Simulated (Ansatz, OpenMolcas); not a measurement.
# HfH4O4 (SMILES O[Hf](O)(O)O): the HOMO–LUMO gap, rung by rung

The species is HfH4O4 (9 atoms), meant as a singlet with charge 0. SMILES: `O[Hf](O)(O)O`. The shape is that of a PBE0-D4/def2-TZVP optimisation. This is one conformer, not always the lowest.

Each level gives the HOMO–LUMO gap (eV). The values are calculated.

```
                           level             kind     program  value (eV)  CPU time
    HF/def2-SVP (core potential)     Hartree–Fock      Ansatz       15.23     4.1 s
  BLYP/def2-SVP (core potential)              GGA      Ansatz        5.91     8.9 s
revPBE/def2-SVP (core potential)              GGA  OpenMolcas        6.09      31 s
  TPSS/def2-SVP (core potential)         meta-GGA  OpenMolcas        6.39      39 s
 BHLYP/def2-SVP (core potential)    global hybrid  OpenMolcas       10.69      26 s
M06-2X/def2-SVP (core potential)  hybrid meta-GGA  OpenMolcas           ?      34 s
  PBE0/def2-SVP (core potential)    global hybrid  OpenMolcas           ?      30 s
B2PLYP/def2-SVP (core potential)    double hybrid  OpenMolcas       10.91      21 s
```

(1) Estimate what the levels marked ? give.

## Answers

(1) As computed at these levels: M06-2X/def2-SVP (core potential): 10.71 eV; PBE0/def2-SVP (core potential): 8.55 eV. The values span 5.91 to 15.23 eV. Orbital gaps aren't excitation energies, and those of double hybrids come from the SCF part alone; they tend to grow with the share of exact exchange. CPU times are rough (shared hosts, several kinds of processor): they show what a rung costs within a factor of a few.
